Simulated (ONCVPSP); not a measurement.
**Which change was made? (Se, ONCV)**

selenium (Se), optimised norm-conserving Vanderbilt (ONCV), made with ONCVPSP 4.0.1 (LDA (Perdew-Wang 92), scalar-relativistic). Core [Ne], reference 3s2 3p6 3d10 4s2 4p4. Waves: 3s+4s: rc 1.00 bohr, ncon 4, nbas 7, qcut 11 1/bohr, 2 projectors; 3p+4p: rc 1.20 bohr, ncon 3, nbas 7, qcut 13.9 1/bohr, 2 projectors; 3d: rc 0.70 bohr, ncon 4, nbas 9, qcut 23.3 1/bohr, 2 projectors, debl 1.3 Ha. Local part: polynomial inside 0.55 bohr (lpopt 1, dvloc0 1 Ha). Core correction: polynomial model core, fcfact 0.45.

In the d channel the program set the typed energies aside and used -1.962, 0.250 Ha.

Cutoffs, loose and tight: the cutoffs (Ha) at which the residual kinetic energy of the hardest occupied pseudo-wave falls to 1 and 0.1 mHa per electron. They do not see the model core or the augmentation charge, which bear on the density cutoff. Test errors are all-electron minus pseudo excitation energies from the reference, over the configurations 3s2 3p6 3d10 4s2 4p3; 3s2 3p6 3d10 4s2 4p2; 3s2 3p6 3d10 4s2 4p1; 3s1 3p6 3d10 4s2 4p4; variants that change the core or the reference have their own tests.

The base gives: outcome: generated, projector energies reset by the program; cutoff, loose: 209 Ha; cutoff, tight: 235 Ha; bound ghosts: none; GHOST(+) flags above zero: none; largest test error (meV): -337.

Problem. After one change the result is: outcome: generated, projector energies reset by the program; cutoff, loose: 189 Ha; cutoff, tight: 214 Ha; bound ghosts: none; GHOST(+) flags above zero: none; largest test error (meV): -536. Which change was it?
A. all radii but the core radius scaled by about 1.15 (s 1.16, p 1.38, d 0.80 bohr); local potential polynomial inside 0.64 bohr (lpopt 1, dvloc0 1 Ha)
B. all radii but the core radius scaled by about 1.32 (s 1.32, p 1.58, d 0.92 bohr); local potential polynomial inside 0.72 bohr (lpopt 1, dvloc0 1 Ha)
C. all radii but the core radius scaled by about 0.80 (s 0.80, p 0.96, d 0.56 bohr); local potential polynomial inside 0.44 bohr (lpopt 1, dvloc0 1 Ha)

Solution. A. The others give: all radii but the core radius scaled by about 0.80 (s 0.80, p 0.96, d 0.56 bohr); local potential polynomial inside 0.44 bohr (lpopt 1, dvloc0 1 Ha) → outcome: generated, projector energies reset by the program; cutoff, loose: 245 Ha; cutoff, tight: 354 Ha; bound ghosts: none; GHOST(+) flags above zero: s; largest test error (meV): -119 | all radii but the core radius scaled by about 1.32 (s 1.32, p 1.58, d 0.92 bohr); local potential polynomial inside 0.72 bohr (lpopt 1, dvloc0 1 Ha) → outcome: generated, projector energies reset by the program; cutoff, loose: 162 Ha; cutoff, tight: 184 Ha; bound ghosts: none; GHOST(+) flags above zero: none; largest test error (meV): -661.
